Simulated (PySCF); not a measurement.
A PySCF script (with the pyscf-properties extension) for the NMR shieldings of `C=C(SCC)SB(Cl)Cl`, C₄H₇BCl₂S₂, on a GFN2-xTB geometry:

```python
import basis_set_exchange as bse
import numpy as np
from pyscf import gto, dft
from pyscf.prop import nmr

atoms = """
C    -0.720250   -0.979582    1.662027
C    -0.876333   -0.983933    0.347970
S     0.346596   -0.943212   -0.909568
C     1.878405   -0.503971   -0.014602
C     1.887433    0.947774    0.421815
S    -2.528697   -1.105350   -0.369389
B    -2.868463    0.613240   -0.778432
Cl   -1.763427    1.890289   -0.400709
Cl   -4.367482    0.997960   -1.544083
H     0.245461   -0.942309    2.132642
H    -1.575948   -1.022403    2.311577
H     1.991065   -1.193891    0.820246
H     2.667610   -0.698512   -0.740588
H     1.796223    1.600357   -0.442899
H     2.821020    1.173810    0.933240
H     1.059189    1.158676    1.094310
"""
names = dict.fromkeys(["C", "S", "B", "Cl", "H"], "pcSseg-1")
basis = {el: gto.basis.parse(bse.get_basis(n, elements=[el], fmt="nwchem")) for el, n in names.items()}
mol = gto.M(atom=atoms, basis=basis, charge=0, verbose=0)
mf = dft.RKS(mol, xc="PBE0")
mf.grids.level = 2
mf.grids.alignment = dft.numint.BLKSIZE   # the property module wants whole blocks of grid points
mf.conv_tol = 1e-9
mf.kernel()

calc = nmr.RKS(mf)   # GIAO
C = mf.mo_coeff
Co = C[:, mf.mo_occ > 0]
resp = mf.gen_response(singlet=True, hermi=2)
def vind(x):   # induced exchange potential for any number of trial vectors
    d = np.einsum("pi,xij,qj->xpq", C, 2 * x.reshape(-1, C.shape[1], Co.shape[1]), Co, optimize=True)
    return np.einsum("xpq,pi,qj->xij", resp(d - d.transpose(0, 2, 1)), C, Co, optimize=True).ravel()
mo1, _ = nmr.rhf.solve_mo1(calc, with_cphf=vind)
sigma = calc.kernel(mo1)
for i, s in enumerate(sigma):   # ppm
    print("%2d %-2s %9.2f" % (i, mol.atom_pure_symbol(i), np.trace(s) / 3))
```

Q: Give the expected output.

A: 
```
 0 C      65.75
 1 C      35.87
 2 S     387.30
 3 C     151.99
 4 C     173.48
 5 S     335.18
 6 B      44.69
 7 Cl    690.14
 8 Cl    715.03
 9 H      26.19
10 H      25.86
11 H      28.71
12 H      29.12
13 H      30.45
14 H      30.50
15 H      29.70
```

These numbers come from an equivalent density-fitted implementation of the same equations, which agrees with the script to about 0.01 ppm for H and up to a few tenths of a ppm for heavy atoms, so last digits may differ.

Size and cost of the density-fitted run: 216 basis functions, 100 s wall time on 1 thread of an Arm Neoverse N1, shared host; peak memory 0.93 GiB.
